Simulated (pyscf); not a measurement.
## Four-centre exchange: `[BiH3]` + `[Cl][Sb]([Cl])[Cl]` -> `[Cl][BiH2]` + `[Cl][SbH][Cl]`

Gas phase, singlet surface, charge 0. Bonds broken: Bi1–H2, Sb5–Cl6. Bonds formed: Bi1–Cl6, H2–Sb5. PySCF, gas phase, ωB97X-D3(BJ)/def2-SVP geometries.

Transition state (Å):

```xyz
8

Bi    -0.3592     1.5901     0.7354
H     -0.1787    -0.1875    -0.2649
H      0.7483     2.2136    -0.5293
H     -1.6769     1.5085    -0.5260
Sb     0.0837    -1.7538     0.5755
Cl     1.8092    -0.0508     1.7051
Cl    -1.7124    -2.4808    -0.8686
Cl    -1.4294    -1.1797     2.3160
```

One imaginary mode, 129i cm⁻¹; descent along it reached the two sides named, in the forms told below.

| bond | change | reactant side (Å) | saddle | product side |
|---|---|---|---|---|
| Bi1–H2 | breaks | 1.886 | 2.048 | 3.7 |
| Sb5–Cl6 | breaks | 2.533 | 2.7 | 3.0 |
| Bi1–Cl6 | forms | 3.2 | 2.9 | 2.506 |
| H2–Sb5 | forms | 1.930 | 1.797 | 1.708 |

Electronic energies relative to the separated reactants (kJ/mol):

```csv
level,barrier,reaction energy,reverse barrier
ωB97X-D3(BJ)/def2-TZVP,59.1,+13.6,45.5
PBE/def2-TZVP,80.2,+21.1,59.1
r²SCAN/def2-TZVP,82.3,+20.3,62.0
B3LYP-D3(BJ)/def2-TZVP,72.2,+17.8,54.5
PBE0-D3(BJ)/def2-TZVP,74.9,+19.2,55.8
M06-2X/def2-TZVP,78.6,+10.4,68.1
ωB97M-D3(BJ)/def2-TZVP,94.9,+16.8,78.1
HF/def2-TZVP,150.9,+1.2,149.7
```

With ωB97M-D3(BJ)/def2-TZVP energies and thermal terms (ideal gas, 1 atm, RRHO with modes under 100 cm⁻¹ raised to 100, one conformer, R ln 2 for chiral ones without a mode under 150 cm⁻¹), in kJ/mol:

```csv
T (K),ΔH‡,ΔG‡,ΔH,ΔG
298,97.7,144.0,+18.7,+12.1
600,99.5,190.2,+18.0,+5.9
900,101.9,235.1,+17.7,-0.1
1200,104.4,279.1,+17.5,-6.0
```

On the reactant side the descent ends in an adduct with a Bi–Sb, H–Sb contact, 53.4 kJ/mol over the separated species and 5.7 kJ/mol under the saddle at ωB97X-D3(BJ)/def2-TZVP. On the product side the descent ends in a bound adduct, 48.5 kJ/mol under the separated species and 94.0 kJ/mol under the saddle at ωB97X-D3(BJ)/def2-TZVP. What is counted as formed (H–Sb) is already present as a longer contact in the reactant adduct; forming that adduct is a step of its own. This is the saddle that the search found; another between the same sides may lie lower. Elements past Kr carry the def2 core potentials, without spin-orbit coupling.
